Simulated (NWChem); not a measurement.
# SiN$_{2}$H$_{5}$OF; SMILES N[Si](N)(O)F

```xyz
10

N      1.0075    -1.1749     0.7132
Si     0.0059    -0.0137    -0.0068
N      0.9753     1.1913    -0.7255
O     -1.0375    -0.8990    -0.9415
F     -0.9567     0.8523     0.9873
H      1.8397    -0.9186     1.2267
H      0.6761    -2.1074     0.9226
H      0.6514     2.1474    -0.7982
H      1.6734     0.9648    -1.4219
H     -1.8916    -0.4886    -1.1022
```
Atoms are numbered in this order, from 1.

All runs: NWChem. Geometry: optimised at PBE0/def2-SVP.

### Question
What does the run give for PBE/def2-SVP? Quantities: highest occupied level (eV); orbital gap (eV); dipole (D).

### Answer
| Property | Result |
|---|---|
| highest occupied level (eV) | -5.74 |
| orbital gap (eV) | 6.24 |
| dipole (D) | 1.18 |
